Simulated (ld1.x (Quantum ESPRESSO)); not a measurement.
**Before and after: TM semilocal potential for In (Z = 49)**

indium, norm-conserving Troullier–Martins (semilocal form), made with ld1.x (Quantum ESPRESSO) 7.5 (BLYP, scalar-relativistic). Core [Kr] 4d10, reference 5s2 5p0 (charge +1). Waves: 5s (bound): rc 1.55 bohr; 5p (bound, empty): rc 2.55 bohr. Local part: the p channel. Core correction: a·sin(br)/r model core inside 1.05 bohr.

All-electron outer shells of the reference configuration (BLYP, scalar-relativistic, ld1.x):

| shell | level (eV) | outermost node (bohr) | outermost maximum (bohr) |
| --- | --- | --- | --- |
| 4d | -25.89 | 0.40 | 0.94 |
| 5s | -14.95 | 1.02 | 2.11 |
| 5p | -8.49 | 1.14 | 2.64 |

Change: all radii but the core radius scaled by about 1.13 (s 1.76, p 2.88 bohr).

Cutoffs: the cutoffs (Ry, on a coarse ladder) from which the occupation-weighted sum of valence levels, in a spherical-Bessel basis at the reference potential, stays within 10 and 1 mRy of its value at 400 Ry; they do not see the model core or the augmentation charge, which bear on the density cutoff. Errors are all-electron minus pseudo energies relative to the spin-unpolarised reference configuration.

Problem. What does the change do?

Solution. The potential gets softer (35 Ry and 140 Ry → 25 Ry and 50 Ry); of the 7 tests that both files solve, the error grows in 0 and shrinks in 3 by more than 15 % and 0.3 meV (median size 15.2 → 12.6 meV); neither file shows a bound ghost. A larger radius leaves more room for a smooth pseudo-wave, so fewer plane waves are needed. That the errors move this way runs against the usual rule that smaller radii transfer better. A semilocal file is local in each channel, so a ghost entry of none says nothing of the separable form that plane-wave codes build from it.

```csv
quantity,base,changed
"cutoff, loose",35 Ry,25 Ry
"cutoff, tight",140 Ry,50 Ry
bound ghosts,none,none
"error for 5s2 5p1, meV [ΔE -5.36 eV]",-9.3,-9.9
"error for 5s1 5p0, meV [ΔE 19.32 eV]",-106,-109
"error for 5s2 5p0.5, meV [ΔE -3.43 eV]",-3.1,-3.4
"error for 5s1 5p2, meV [ΔE 0.51 eV]",-15,-6.1
"error for 5s2 5p1.3, meV [ΔE -5.87 eV]",-12,-13
"error for 5s1 5p1, meV [ΔE 6.58 eV]",-26,-20
"error for 5s0 5p3, meV [ΔE 6.68 eV]",-78,-41
```
